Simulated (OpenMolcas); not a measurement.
## NBrO (nitrosyl bromide): a line through the functionals

NBrO has 3 atoms, charge 0, and is taken as a singlet. SMILES: `O=NBr`. The coordinates come from a PBE0-D4/def2-TZVP relaxation.

The electronic atomisation energy y, in eV, basis def2-TZVP; a is the functional's share of exact exchange. Programs: OpenMolcas 26.06.

```
functional     program     a  y (eV)
    r2SCAN  OpenMolcas     0    8.30
       PBE  OpenMolcas     0    9.40
     B3LYP  OpenMolcas   0.2       ?
      PBE0  OpenMolcas  0.25    8.05
     BHLYP  OpenMolcas   0.5    6.49
```

**Question.** Fit y = c + s·a to the known rows and predict B3LYP.

**Answer.** 
1. Means of the 4 rows: a = 0.1875, y = 8.060.
2. Σ(Δa)² = 0.17188, Σ(Δa·Δy) = -0.7875, so the slope is -0.7875/0.17188 = -4.5817.
3. Intercept: 8.060 − (-4.5817) × 0.1875 = 8.919. The largest residual of the fit is 0.62.
4. B3LYP: 8.919 + (-4.5817) × 0.2 = 8.00 eV.

The run gave 8.07 eV, so the prediction is off by -0.07 eV, within the scatter of the fit. The rows mix families of semi-local functionals, which the line can't see. Spin-orbit coupling is left out.
